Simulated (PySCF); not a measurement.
Computed shifts of a molecule C4H2ClF, PySCF with PBE/pcSseg-1, GIAO, gas phase, atoms alike by connectivity averaged where their shifts nearly agree, in ppm (number of nuclei): ¹³C: 166.7 (1), 115.0 (1), 97.2 (1), 80.9 (1). ¹⁹F: -122.2 (1). ¹H: 7.58 (1), 3.86 (1). References: ¹³C against TMS (σ = 182.0 ppm); ³⁵Cl against HCl (σ = 936.5 ppm); ¹⁹F against CFCl3 (σ = 133.6 ppm); ¹H against TMS (σ = 31.49 ppm), references at their B3LYP-D3(BJ)/def2-TZVP geometries, non-relativistic (without spin–orbit terms, shifts of atoms bonded to Cl or Br come out too high). Geometry: ωB97X-D3(BJ)/def2-SVP. One conformer was computed; it need not be the lowest.

Task: Pick the molecule that these values belong to.
A) C#C/C=C(\F)Cl
B) C#C/C(Cl)=C\F
C) C#C/C(F)=C\Cl

Result: B, C#C/C(Cl)=C\F
